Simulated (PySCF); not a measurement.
# A PySCF run on SeH

State: ²Π (doublet), unpaired electrons π ↑.

An equivalent input (the run itself took its basis sets from the Basis Set Exchange, started from a PBE0 density and held the occupation σ 8α 8β, πx 4α 3β, πy 4α 4β, δx 1α 1β, δy 1α 1β):

```python
from pyscf import gto, dft
mol = gto.M(atom='H 0 0 0; Se 0 0 1.472', basis={'H': 'def2-TZVP', 'Se': 'def2-TZVP'},
            charge=0, spin=1, verbose=4, symmetry='C2v')
mf = dft.UKS(mol, xc='HYB_GGA_XC_B97_3')
mf.grids.atom_grid = (80, 434)
mf.grids.prune = dft.gen_grid.treutler_prune
mf.irrep_nelec = {'A1': (9, 9), 'A2': (1, 1), 'B1': (4, 3), 'B2': (4, 4)}
mf.conv_tol = 1e-9
mf.max_cycle = 60
mf.diis_space = 10
mf.kernel()
```

The log (some set-up lines and the per-cycle HOMO/LUMO lines removed):

```
******** <class 'pyscf.dft.uks_symm.SymAdaptedUKS'> ********
method = SymAdaptedUKS
damping factor = 0
level_shift factor = 0
DIIS = <class 'pyscf.scf.diis.CDIIS'>
diis_start_cycle = 1
diis_space = 10
diis_damp = 0
SCF conv_tol = 1e-09
SCF conv_tol_grad = None
SCF max_cycles = 60
number electrons alpha = 18  beta = 17
Set gradient conv threshold to 3.16228e-05
init E= -2401.90807285221
cycle= 1 E= -2401.90830529498  delta_E= -0.000232  |g|= 0.0147  |ddm|= 0.0363
cycle= 2 E= -2401.90832355799  delta_E= -1.83e-05  |g|= 0.00967  |ddm|= 0.0111
cycle= 3 E= -2401.90833610036  delta_E= -1.25e-05  |g|= 0.00064  |ddm|= 0.00394
cycle= 4 E= -2401.90833625975  delta_E= -1.59e-07  |g|= 0.000111  |ddm|= 0.0008
cycle= 5 E= -2401.90833626733  delta_E= -7.57e-09  |g|= 5.14e-05  |ddm|= 0.00021
cycle= 6 E= -2401.90833626913  delta_E= -1.8e-09  |g|= 6.35e-06  |ddm|= 5.87e-05
cycle= 7 E= -2401.90833626916  delta_E= -3.18e-11  |g|= 6.52e-07  |ddm|= 1.01e-05
Extra cycle  E= -2401.90833626917  delta_E= -5e-12  |g|= 2.94e-07  |ddm|= 1.2e-06
converged SCF energy = -2401.90833626917  <S^2> = 0.75346919  2S+1 = 2.0034662
```

Repeating this along the bond gives Re = 1.472 Å and ωe = 2433 cm⁻¹.

A point of this curve took 0.82 CPU seconds beside 0.29 for the integrals (shared host).

Spin–orbit coupling is left out. The state is the lowest determinant that a PBE0 search found; another state may lie lower at other levels.
